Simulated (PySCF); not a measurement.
Species: C3H8B2O.
SMILES: `BOBC(=C)C`

Jobs on this species (14 atoms, 44 electrons) with PySCF (density fitting). Hardware of each: an x86-64 server with one thread, no GPU (shared host). Times come from a shared host and carry two figures at best.

```json
{"level and settings": "B97-2/pcJ-1", "work": "spin–spin couplings from 13 perturbed nuclei, spin–dipole term for 2 of them", "basis functions": "242", "SCF cycles": "?", "wall time": "?"}
{"level and settings": "LDA/pcJ-1", "work": "spin–spin couplings from 13 perturbed nuclei, spin–dipole term for 2 of them", "basis functions": "242", "SCF cycles": "?", "wall time": "?"}
{"level and settings": "KT2/pcJ-1", "work": "spin–spin couplings from 13 perturbed nuclei, spin–dipole term for 2 of them", "basis functions": "242", "SCF cycles": "17", "wall time": "36 s"}
{"level and settings": "PBE/pcJ-1", "work": "spin–spin couplings from 13 perturbed nuclei, spin–dipole term for 2 of them", "basis functions": "242", "SCF cycles": "16", "wall time": "34 s"}
{"level and settings": "PBE0/pcJ-1", "work": "spin–spin couplings from 13 perturbed nuclei, spin–dipole term for 2 of them", "basis functions": "242", "SCF cycles": "14", "wall time": "35 s"}
{"level and settings": "PBE0-D3(BJ)/def2-SVP, grid level 1", "work": "geometry optimisation from a GFN2-xTB start", "basis functions": "124", "SCF cycles": "41", "wall time": "30 s"}
```

Task: Fill in the missing figures.

Result: 
- B97-2/pcJ-1; spin–spin couplings from 13 perturbed nuclei, spin–dipole term for 2 of them: 35 s, 14 SCF cycles
- LDA/pcJ-1; spin–spin couplings from 13 perturbed nuclei, spin–dipole term for 2 of them: 23 s, 16 SCF cycles

Task: What do all jobs in the table cost together?

Result: About 3.2 min; the longest takes about 19 % of that, and about 1.6 times as long as the shortest.
